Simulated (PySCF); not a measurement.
How methods differ on the interval between two levels of As⁺

As⁺ [Ar] 3d10 4s2 4p2 [3P2, M_J = 2] → As⁺ [Ar] 3d10 4s1 4p2 4d1 [5F5, M_J = 5], as a difference of total energies. Calculation: PySCF 2.14, in x2c-SVPall-2c with one added diffuse shell each of s, p, d type (6s7p4d, 47 functions); the two-component X2C-1e Hamiltonian. Correlated levels: [Ne] frozen. "Screened" scales the spin-orbit matrix elements by Boettger's factors to mimic the two-electron term; Breit and QED terms are absent.

```csv
method,interval between two levels (cm⁻¹)
GHF (spin-free),133270
GMP2 (spin-free),143100
GHF (screened spin-orbit),133580
GMP2 (screened spin-orbit),143390
```

The labels give the starting determinants; with spin-orbit coupling the two ends relaxed to ⟨J²⟩ = 6.01, ⟨L²⟩ = 2.10, ⟨S²⟩ = 1.96 and ⟨J²⟩ = 30.01, ⟨L²⟩ = 12.02, ⟨S²⟩ = 6.00.

The promoted electron is Rydberg-like, and one or two diffuse shells describe it only roughly, which tends to raise the upper state.
